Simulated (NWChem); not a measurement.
# CH5Cl2FSi2; SMILES Cl[SiH]([Si@H](C)F)Cl

```xyz
11

C     -0.7639    -2.7165    -0.5621
Si     0.6067    -1.4950    -0.2487
F      1.0558    -1.5770     1.3178
Si    -0.1321     0.7032    -0.6139
Cl     1.2982     2.0505     0.0254
Cl    -1.8737     0.9637     0.4798
H     -1.0315    -2.7328    -1.6308
H     -0.4510    -3.7316    -0.2719
H     -1.6613    -2.4477     0.0155
H      1.8141    -1.7795    -1.0787
H     -0.4506     1.0273    -2.0325
```
Atoms are numbered in this order, from 1.

Results from NWChem. Geometry: optimised at PBE0/def2-SVP.

For level B3LYP/def2-TZVP:

```
Quantity                     Value
---------------------------  -----
highest occupied level (eV)  -7.92
orbital gap (eV)              6.75
dipole (D)                    2.89
```

Q: Estimate the same quantities for level PBE/def2-TZVP.

A: The highest occupied level (eV) is -6.88. The orbital gap (eV) is 5.02 and the dipole (D) comes out as 2.75.
